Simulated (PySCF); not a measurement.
B(F)2(SMe) (CH₃BF₂S), SMILES CSB(F)F. Geometry: B3LYP-D3(BJ)/def2-SVP. One conformer was computed; it need not be the lowest.

Task: Give the equilibrium geometry at B3LYP-D3(BJ)/def2-SVP (PySCF confirms it by a frequency run) as Cartesian coordinates in Å, and its point group. (Estimate from the structure and the level; the computed values follow.)

Result: This is not unique; one that fits is point group Cs.
```xyz
8

B      0.0777     0.8292     0.0000
F     -0.5761     1.9789     0.0000
F      1.4032     0.8639     0.0000
S     -0.8390    -0.7205     0.0000
C      0.5349    -1.9369     0.0000
H      1.1556    -1.8248    -0.8982
H      0.0713    -2.9318     0.0000
H      1.1556    -1.8248     0.8982
```
Charge 0, spin multiplicity 1.
